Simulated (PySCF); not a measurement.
## Functional dependence of a UV spectrum

Species: C2H8GeO2.
SMILES: `COC[O][GeH3]`

Linear-response calculations in the def2-SVPD basis (PySCF; singlets by full response, triplets Tamm–Dancoff, core orbitals frozen in the response; HF means time-dependent Hartree–Fock). 'Strongest' is the level of largest summed f among the singlets computed (10 roots, of which the last may lack a degenerate partner); it can jump between rows when another state enters that window. S1 is the lowest singlet of each run and needn't be the same state throughout; f(S1) is that of one state. The structure is a single PBE0-D3(BJ)/def2-SVP conformer in the gas phase; no vibrational or solvent corrections. Relativistic effects, spin–orbit coupling among them, are left out although an element past zinc is present.

| functional | kind | S1 (eV) | f(S1) | strongest (eV) | T1 (eV) | HOMO (eV) | gap (eV) | ionisation energy, ΔSCF (eV) |
| --- | --- | --- | --- | --- | --- | --- | --- | --- |
| LDA | LDA | 5.39 | 0.016 | 7.08 | 5.26 | -6.08 | 5.32 | 9.16 |
| PBE | GGA | 5.52 | 0.018 | 7.20 | 5.36 | -6.01 | 5.45 | 9.07 |
| B3LYP | global hybrid, 20% exact exchange | 6.37 | 0.016 | 7.83 | 6.12 | -7.31 | 7.29 | 9.55 |
| BHandHLYP | global hybrid, 50% exact exchange | 7.34 | 0.007 | 8.99 | 6.97 | -9.02 | 9.85 | 9.96 |
| CAM-B3LYP | range-separated hybrid | 6.93 | 0.005 | 8.51 | 6.58 | -8.96 | 9.90 | 9.81 |
| wB97X-D | range-separated hybrid | 7.05 | 0.006 | 8.76 | 6.76 | -9.43 | 11.25 | 9.72 |
| LC-wPBE | range-separated hybrid | 7.42 | 0.004 | 9.10 | 6.98 | -10.24 | 12.16 | 9.97 |
| HF | Hartree–Fock | 8.59 | 0.002 | 9.81 | 7.98 | -11.38 | 13.57 | not settled |

**Question.** What does PBE0 (global hybrid, 25% exact exchange) give?

**Answer.** S1 (eV) 6.55, f(S1) 0.012, strongest (eV) 6.80, T1 (eV) 6.26, HOMO (eV) -7.51, gap (eV) 7.78, ionisation energy, ΔSCF (eV) 9.55. S1 runs from 5.39 eV (LDA) to 8.59 eV (HF), a spread of 3.19 eV, while the orbital gap spreads over 8.2 eV. Along PBE (0%), B3LYP (20%), PBE0 (25%), BHandHLYP (50%), HF (100%) S1 rises with the share of exact exchange. −ε(HOMO) comes closest to its own ΔSCF ionisation energy with LC-wPBE (+0.28 eV) and misses most with LDA (-3.08 eV). 'Not settled' means that the ion's SCF failed to converge or may have ended in another state than the lowest.
